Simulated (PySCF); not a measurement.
Computed with ωB97X-D3(BJ)/def2-TZVP // PBE0-D3(BJ)/def2-TZVP in PySCF. Gas-phase values, no solvent. 

Reference species (SMILES): `I[B]I` (neutral, multiplicity 2).

| Item | Value |
|---|---|
| dipole moment | 0.58 D |

Changed species: `[BH]I` (radical fragment; the reference has radical fragment).

**Question.** What does the change do to the dipole moment?

**Answer.** the dipole moment falls by 0.06 D, to 0.52 D.
